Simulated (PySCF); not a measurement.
1-bromo-1,2,2-trichloroethene (C2BrCl3), SMILES ClC(Cl)=C(Cl)Br. Atoms are numbered in the order given.

```xyz
6

Cl     2.0222    -0.9720     0.0000
C      0.2964    -1.0025     0.0000
Cl    -0.4132    -2.5787     0.0000
C     -0.4566     0.1189     0.0000
Cl    -2.1809     0.0623     0.0000
Br     0.3052     1.8459     0.0000
```

Geometry optimised at B3LYP-D3(BJ)/def2-SVP.

Method: PBE/pcSseg-1 run with PySCF.

GIAO shieldings, no solvent; atoms listed in one row are averaged. δ = σ(ref) − σ: ³⁵Cl against HCl (σ = 936.5 ppm); ¹³C against TMS (σ = 182.0 ppm), references at their B3LYP-D3(BJ)/def2-TZVP geometries, non-relativistic (without spin–orbit terms, shifts of atoms bonded to Cl or Br come out too high).

| nucleus | atoms | count | δ (ppm) |
|---|---|---|---|
| ³⁵Cl | Cl5 | 1 | 397.3 |
| ³⁵Cl | Cl1 | 1 | 393.7 |
| ³⁵Cl | Cl3 | 1 | 392.4 |
| ¹³C | C2 | 1 | 141.8 |
| ¹³C | C4 | 1 | 140.0 |
